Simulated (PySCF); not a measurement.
# Excitation energy of Se by level of theory

Se [Ar] 3d10 4s2 4p4 (3P) → Se [Ar] 3d10 4s1 4p4 5s1 (5P), as a difference of total energies. All numbers are calculated (PySCF 2.14, scalar relativity by spin-free X2C-1e, in aug-cc-pVTZ-DK (7s6p4d2f, 59 functions)). Correlated levels: valence: [Ar] 3d10 frozen. The calculations carry no spin-orbit coupling.

```json
{"method": "UHF", "excitation energy (eV)": "16.142"}
{"method": "LDA", "excitation energy (eV)": "17.284"}
{"method": "PBE", "excitation energy (eV)": "17.023"}
{"method": "PBE0", "excitation energy (eV)": "17.069"}
{"method": "r2SCAN", "excitation energy (eV)": "16.962"}
{"method": "wB97X", "excitation energy (eV)": "18.005"}
{"method": "HSE06", "excitation energy (eV)": "17.123"}
{"method": "B2PLYP", "excitation energy (eV)": "17.080"}
{"method": "M06-2X", "excitation energy (eV)": "16.788"}
{"method": "MP2 (valence)", "excitation energy (eV)": "16.367"}
{"method": "SCS-MP2 (valence)", "excitation energy (eV)": "16.521"}
```

Problem. How much does correlation contribute at MP2 (valence)?

Solution. 16.367 − (16.142) = 0.225 eV, measured against UHF.

A first-order spin-orbit estimate (lowest level to lowest level, LS coupling) adds -0.025 eV.

The upper state lies above the first ionisation limit, where it may autoionise and the basis confines it. A Rydberg-like electron needs more diffuse functions than a valence basis has.

The promoted electron is Rydberg-like, and one or two diffuse shells describe it only roughly, which tends to raise the upper state.
